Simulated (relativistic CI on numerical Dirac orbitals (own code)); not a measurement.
**Radial parameters of Au42+**

Calculated at this level of theory: Dirac-Coulomb-Breit CI, KLI orbitals optimised for each configuration, model QED, unscaled Slater integrals (own radial code, finite nucleus).

Slater integrals F^k, G^k are unscaled and averaged over j, outside the closed core [Ar] 3d10; ζ comes from projecting the Hamiltonian with its Breit term on Σ l·s of the shell.

- 4s²4p⁶4d: ζ(4d) = 87808 cm⁻¹; <r>(4d) = 0.3781, <r^2>(4d) = 0.1635 (bohr units).
- 4s²4p⁶4f: ζ(4f) = 16290 cm⁻¹; <r>(4f) = 0.3503, <r^2>(4f) = 0.1385 (bohr units).
- 4s²4p⁵4d²: ζ(4p) = 697780, F^2(4d,4d) = 264550, F^4(4d,4d) = 180390, F^2(4p,4d) = 264450, G^1(4p,4d) = 326380, G^3(4p,4d) = 209620, ζ(4d) = 87481 cm⁻¹; <r>(4p) = 0.3792, <r^2>(4p) = 0.1629, <r>(4d) = 0.3781, <r^2>(4d) = 0.1635 (bohr units).

Give the Racah parameters of the d shell in 4s²4p⁵4d².

B = F²/49 − 5F⁴/441 = 3354 cm⁻¹ and C = 35F⁴/441 = 14316 cm⁻¹.

Averages of the first 10 configurations, taken without configuration mixing, which lowers the lowest level and can move excited configurations by several eV; other configurations of the list can lie among them:

```tsv
Configuration	Parity	States	Average energy above the lowest level (eV)
4s²4p⁶4d	even	10	18.6
4s²4p⁶4f	odd	14	248.0
4s²4p⁵4d²	odd	270	257.7
4s4p⁶4d²	even	90	471.4
4s²4p⁵4d4f	even	840	484.5
4s4p⁶4d4f	odd	280	698.5
4s²4p⁶5s	even	2	627.6
4s²4p⁶5p	odd	6	719.6
4p⁶4d³	even	120	929.3
4p⁵4d⁴	odd	1260	1164.8
```
